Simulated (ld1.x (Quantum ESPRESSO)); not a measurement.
# u(r) = r·R(r): atom against pseudo-atom (boron)

Columns: radius, all-electron u(r) and pseudo u(r) of the 2s shell (level -9.39 eV) of boron in the configuration [He] 2s2 2p1; LDA (PZ), scalar-relativistic, TM scheme, ld1.x (Quantum ESPRESSO) 7.5.

```
r (bohr)  all-electron   pseudo
   0.098        0.2678  -0.0388
   0.195        0.3046  -0.0789
   0.292        0.2304  -0.1224
   0.390        0.1057  -0.1715
   0.488       -0.0349  -0.2272
   0.585       -0.1714  -0.2896
   0.682       -0.2961  -0.3586
   0.780       -0.4058  -0.4325
   0.878       -0.4978  -0.5061
   0.975       -0.5717  -0.5730
   1.072       -0.6293  -0.6292
   1.170       -0.6727  -0.6726
   1.268       -0.7028  -0.7028
   1.365       -0.7211  -0.7211
   1.463       -0.7299  -0.7299
   1.560       -0.7305  -0.7305
   1.658       -0.7243  -0.7243
   1.755       -0.7127  -0.7127
   1.852       -0.6968  -0.6968
   1.950       -0.6772  -0.6772
   2.047       -0.6553  -0.6553
   2.145       -0.6312  -0.6312
   2.242       -0.6060  -0.6060
   2.340       -0.5798  -0.5798
   2.438       -0.5531  -0.5531
   2.535       -0.5265  -0.5265
```

Q: How many radial nodes do the two functions have?

A: The all-electron 2s function has n − l − 1 = 1; the pseudo-wave has 0, since the states of the same l below it are removed with the core.

Q: At about which radius was the pseudo-wave matched?

A: 1.35 bohr. The columns agree to 0.0005 from 1.07 bohr on; several derivatives are matched, so the curves merge somewhat inside the radius.

Q: Is the pseudo-wave norm-conserving?

A: Yes: the TM scheme keeps the norm inside the radius equal to the all-electron one, which fixes the energy derivative of the logarithmic derivative at the level.
